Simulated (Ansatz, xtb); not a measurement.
Molecule: NO₃, net charge 0, doublet state. It need not be the lowest isomer of its formula. 
Coordinates optimised at B3LYP-D3(BJ)/def2-TZVP (Ansatz, a quantum-chemistry and plane-wave program):
```
N
O 1 1.2305
O 1 1.2305 2 120.00
O 1 1.2305 2 120.00 3 180.00
```
Charge 0, spin multiplicity 2.

Harmonic wavenumbers from GFN2-xTB (xtb, at its own minimum), cm⁻¹: 425, 425, 768, 1142, 1273, 1273.

Give the harmonic wavenumbers at B3LYP-D3(BJ)/def2-TZVP (Ansatz, finite differences of forces, unscaled).

231, 232, 809, 1110, 1110, 1133 cm⁻¹. Zero-point energy 6.6 kcal/mol.

From these and the geometry, give the ideal-gas thermochemistry at 298.15 K and 1 atm (rigid rotor, harmonic oscillator).

Point group D3h, rotational symmetry number 6. Rotational constants 13.91, 13.91, 6.954 GHz. S(trans) 38.29, S(rot) 19.43, S(vib) 4.11, S(elec, spin only) 1.38, S 63.2 cal/(mol K). H(298) - H(0) 3.11 kcal/mol; G - E(el) -9.1 kcal/mol.
